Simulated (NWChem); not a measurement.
## Correlation energy of Br

SMILES: [Br]
```xyz
1

Br     0.0000     0.0000     0.0000
```
Charge 0, spin multiplicity 2.

All runs are NWChem calculations.

Basis set: def2-QZVP. Each correlation energy counts from its own Hartree-Fock reference.

The Hamiltonian is non-relativistic. The correlated methods keep 9 core orbitals frozen. No SCF solution was tested for a lower state. Open-shell Hartree-Fock references start from PBE0 orbitals. Coupled-cluster values serve here as a point of comparison, not as the truth.

Order these methods by the correlation energy they give, lowest first: UMP2, SCS-UMP2, CCSD on UHF, CCSD[T] on UHF, CCSD on ROHF, CCSD[T] on ROHF.

CCSD[T] on ROHF (-339.1 mHa), CCSD[T] on UHF (-334.0 mHa), CCSD on ROHF (-329.9 mHa), CCSD on UHF (-325.0 mHa), UMP2 (-318.9 mHa), SCS-UMP2 (-298.9 mHa)
